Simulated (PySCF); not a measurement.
**`O[SiH](O)c1occc1F`: 4 charge schemes on one density**

Species: C4H5FO3Si.
Z-matrix (Å and degrees, GFN2-xTB geometry), rows numbered from 1:
```
O 
Si  1  1.6122
O   2  1.6251  1  108.24
C   2  1.8864  1  112.59  3   118.26
O   4  1.3520  2  122.02  1    38.38
C   5  1.3376  4  108.61  2   177.61
C   6  1.3626  5  111.24  4    -0.23
C   4  1.3706  2  130.68  1  -145.23
F   8  1.3447  4  124.98  2     2.77
H   1  0.9541  2  121.83  3   -40.82
H   2  1.4532  1  103.70  3  -121.50
H   3  0.9537  2  121.27  1   166.27
H   6  1.0718  5  117.40  4   179.64
H   7  1.0694  6  128.33  5   179.94
```

Density: PBE0/pcSseg-1 (PySCF); schemes: Mulliken, IAO, Hirshfeld and ESP-fitted. Isolated species at its GFN2-xTB geometry (one conformer only).

Q: Tabulate the Mulliken, IAO, Hirshfeld and ESP-fitted charges.

A: In e:

| atom | environment | Mulliken | IAO | Hirshfeld | ESP-fitted |
| --- | --- | --- | --- | --- | --- |
| O1 | silanol oxygen | -0.539 | -0.786 | -0.303 | -0.695 |
| Si2 | oxygen-bound silicon | +1.116 | +1.357 | +0.454 | +0.877 |
| O3 | silanol oxygen | -0.553 | -0.800 | -0.311 | -0.694 |
| C4 | substituted aromatic carbon | -0.182 | -0.235 | -0.084 | -0.279 |
| O5 | furan-type oxygen | -0.361 | -0.209 | -0.055 | -0.105 |
| C6 | aromatic CH next to a ring oxygen | +0.182 | +0.025 | +0.022 | +0.001 |
| C7 | aromatic CH carbon | -0.208 | -0.260 | -0.100 | -0.392 |
| C8 | aromatic C–F carbon | +0.254 | +0.242 | +0.049 | +0.326 |
| F9 | aryl fluorine | -0.280 | -0.263 | -0.077 | -0.182 |
| H10 | hydroxyl hydrogen | +0.249 | +0.371 | +0.185 | +0.457 |
| H11 | Si–H hydrogen | -0.149 | -0.175 | -0.084 | -0.131 |
| H12 | hydroxyl hydrogen | +0.252 | +0.374 | +0.170 | +0.423 |
| H13 | aromatic hydrogen | +0.112 | +0.178 | +0.070 | +0.168 |
| H14 | aromatic hydrogen | +0.108 | +0.180 | +0.065 | +0.225 |

Mean size of the charges over all atoms: IAO 0.390 e, ESP-fitted 0.354 e, Mulliken 0.325 e, Hirshfeld 0.145 e. Each set sums to the total charge, 0, to within 0.001 e. The IAO scheme projects the occupied orbitals on a minimal set of polarised atomic orbitals and counts the electrons in each atom's part of it. The Hirshfeld scheme weights the molecular density at each point by an atom's share of the summed free-atom densities.

Lowest charge. All schemes pick atoms of one kind: Mulliken O3 (-0.553); IAO O3 (-0.800); Hirshfeld O3 (-0.311); ESP-fitted O1 (-0.695).

Highest charge. All schemes agree: Mulliken Si2 (+1.116); IAO Si2 (+1.357); Hirshfeld Si2 (+0.454); ESP-fitted Si2 (+0.877).

Q: How closely do the schemes follow one another over all atoms?

A: Correlation coefficient and root-mean-square difference: IAO with Hirshfeld 0.99, 0.332 e; Mulliken with IAO 0.98, 0.140 e; Hirshfeld with ESP-fitted 0.98, 0.249 e; IAO with ESP-fitted 0.97, 0.148 e; Mulliken with Hirshfeld 0.96, 0.239 e; Mulliken with ESP-fitted 0.93, 0.158 e.

Q: How many electrons does the Hirshfeld scheme count on O5?

A: Z − q = 8 − (-0.055) = 8.055.

Q: Sum the charges by element, for elements with more than one atom.

A: 
```json
{"element": "O", "atoms": "3", "Mulliken": "-1.453", "IAO": "-1.795", "Hirshfeld": "-0.669", "ESP-fitted": "-1.494"}
{"element": "C", "atoms": "4", "Mulliken": "+0.045", "IAO": "-0.228", "Hirshfeld": "-0.113", "ESP-fitted": "-0.344"}
{"element": "H", "atoms": "5", "Mulliken": "+0.572", "IAO": "+0.929", "Hirshfeld": "+0.406", "ESP-fitted": "+1.143"}
```
